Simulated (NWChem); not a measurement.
# Si2H4F2; SMILES F[SiH](F)[SiH3]

```xyz
8

Si    -0.1040     1.7388     0.0000
Si     0.3934    -0.5549     0.0000
F     -0.2929    -1.2409     1.3160
F     -0.2929    -1.2409    -1.3160
H     -1.5954     1.9247     0.0000
H      0.4846     2.3806     1.2265
H      0.4846     2.3806    -1.2265
H      1.8465    -0.9248     0.0000
```
Atoms are numbered in this order, from 1.

All runs: NWChem. Pople sets run with spherical d functions. The geometry was optimised at PBE-D3(BJ)/def2-SVP. B3LYP is NWChem's, with the RPA form of VWN correlation. Vertical excitations in the gas phase; the lowest state need not have the same character in each row.

```
level                                            lowest excitation, singlet (eV)  oscillator strength of that lowest state  lowest state with f > 0.02, singlet (eV)  oscillator strength of that bright state  orbital gap (eV)
-----------------------------------------------  -------------------------------  ----------------------------------------  ----------------------------------------  ----------------------------------------  ----------------
PBE/6-31+G*, full TDDFT                                                     6.42                                     0.007                                      7.12                                     0.032              6.13
B3LYP/6-31+G*, full TDDFT                                                   6.81                                     0.009                                      6.98                                     0.028              7.85
LRC-wPBEh/6-31+G*, full TDDFT                                               6.95                                     0.009                                      7.18                                     0.037             11.64
LDA (Slater exchange, VWN5)/6-31+G*, full TDDFT                              ___                                     0.006                                      7.11                                     0.025               ___
```

### Question
Some entries are withheld; supply them.

### Answer

- LDA (Slater exchange, VWN5)/6-31+G*, full TDDFT, lowest excitation, singlet (eV): 6.32
- LDA (Slater exchange, VWN5)/6-31+G*, full TDDFT, orbital gap (eV): 6.00
